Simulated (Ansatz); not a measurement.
SnHMe2F (C₂H₇FSn). The state is a singlet with charge 0. Geometry PBE0-D4/def2-SVP.

```
atom   x (Å)   y (Å)   z (Å)
 Sn1   0.290   0.024  -0.705
  H2   1.382   0.925  -1.679
  C3  -1.453   1.120  -0.126
  H4  -1.171   1.974   0.507
  H5  -2.129   0.463   0.438
  H6  -1.974   1.492  -1.018
  C7   1.234  -1.018   0.908
  H8   2.045  -1.651   0.523
  H9   0.494  -1.651   1.417
 H10   1.650  -0.301   1.630
 F11  -0.367  -1.378  -1.896
```

In the def2 sets Sn takes a core potential; there is no spin–orbit coupling. LC-ωPBE has ω = 0.4 bohr⁻¹.

Problem. Estimate the orbital energies around the gap (eV) in Ansatz with HF/def2-TZVP, LDA (SPW92)/def2-TZVP, PBE-D4/def2-TZVPD, r2SCAN0-D4/def2-TZVP, LC-ωPBE/def2-TZVP.

Solution. 
```tsv
orbital	HF/def2-TZVP	LDA (SPW92)/def2-TZVP	PBE-D4/def2-TZVPD	r2SCAN0-D4/def2-TZVP	LC-ωPBE/def2-TZVP
HOMO−9	-17.95	-12.30	-12.08	-13.99	-16.99
HOMO−8	-15.91	-10.31	-10.26	-12.08	-14.83
HOMO−7	-15.77	-10.21	-10.17	-11.97	-14.70
HOMO−6	-15.57	-10.03	-10.00	-11.80	-14.51
HOMO−5	-15.40	-9.98	-9.96	-11.74	-14.44
HOMO−4	-15.29	-8.94	-8.80	-10.70	-13.31
HOMO−3	-15.22	-8.62	-8.48	-10.62	-13.24
HOMO−2	-14.46	-8.57	-8.42	-10.60	-13.17
HOMO−1	-11.70	-7.38	-7.30	-8.84	-11.34
HOMO	-11.16	-7.19	-7.06	-8.48	-10.97
LUMO	2.56	-1.13	-0.99	0.26	2.01
LUMO+1	2.83	-0.80	-0.82	0.50	2.37
LUMO+2	3.04	-0.09	-0.25	1.11	2.54
LUMO+3	3.87	0.41	-0.18	1.84	3.48
LUMO+4	4.83	1.41	0.92	2.76	3.88
LUMO+5	5.23	1.59	1.17	3.01	4.48
```
